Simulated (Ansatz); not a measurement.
`[Cu][Br]`. Total charge 0; spin multiplicity 1.

```json
{"atom": "Cu1", "x (Å)": "0.907", "y (Å)": "0.628", "z (Å)": "0.031"}
{"atom": "Br2", "x (Å)": "-0.907", "y (Å)": "-0.628", "z (Å)": "-0.031"}
```

Question: List the harmonic frequencies (cm⁻¹, unscaled) at PBE0-D4/def2-TZVP in Ansatz. (Estimate.)

Answer: Computed: 298.

Question: Is this a minimum?

Answer: Yes, all 1 modes are real.

Question: Give the ideal-gas thermochemistry at 298.15 K and 1 bar (rigid rotor, harmonic oscillator; point group C∞v, symmetry number 1).

Answer: Zero-point energy 1.8 kJ/mol; H(298) − E = 11.6 kJ/mol; entropy 248.8 J/(mol·K), of which translation 170.8, rotation 72.0, vibration 6.0; G(298) − E = -62.6 kJ/mol.

Question: Rotational constants (cm⁻¹)?

Answer: 0.09773.
